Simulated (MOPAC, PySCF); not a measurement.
C3H9Al, SMILES `[CH3][Al]([CH3])[CH3]`, neutral singlet in the gas phase. 

Cartesian coordinates (Å):
```xyz
13

C      1.8901    -0.5100    -0.1395
Al     0.0008     0.0005    -0.0012
C     -1.3949    -1.3765    -0.0726
C     -0.4943     1.8870     0.2108
H      2.4193    -0.2852     0.7931
H      2.4001     0.0618    -0.9214
H      2.0370    -1.5714    -0.3512
H     -1.2028    -2.1745     0.6517
H     -1.4106    -1.8588    -1.0562
H     -2.3975    -0.9869     0.1168
H     -1.0383     2.0440     1.1484
H      0.3631     2.5634     0.2092
H     -1.1720     2.2067    -0.5878
```
Charge 0, multiplicity 1.

All levels are single points at this geometry (B3LYP-D3(BJ)/def2-TZVP); Pople sets use spherical d functions. Orbital energies aren't observables, and empty levels follow the basis.

| level | HOMO (eV) | LUMO (eV) | gap (eV) | dipole (D) | vertical IE, Delta-SCF (eV) |
|---|---|---|---|---|---|
| ωB97X-D3(BJ)/def2-TZVP in PySCF | -10.00 | 1.50 | 11.49 | 0.00 | 9.88 |
| B3LYP/3-21G in PySCF | -7.09 | -0.42 | 6.67 | 0.00 | – |
| B3LYP/6-311+G** in PySCF | -7.35 | -0.66 | 6.68 | 0.00 | – |
| B3LYP/6-31G* in PySCF | -7.05 | -0.43 | 6.61 | 0.00 | 9.37 |
| M06-2X/6-31G* in PySCF | -8.50 | 0.20 | 8.70 | 0.00 | – |
| PBE/6-31G* in PySCF | -5.96 | -0.97 | 4.99 | 0.00 | – |
| HF/STO-3G in PySCF | -8.71 | 8.97 | 17.68 | 0.00 | – |
| AM1 in MOPAC | -10.29 | -0.58 | 9.71 | 0.01 | – |
| PM6 in MOPAC | -10.38 | 2.18 | 12.56 | 0.01 | – |
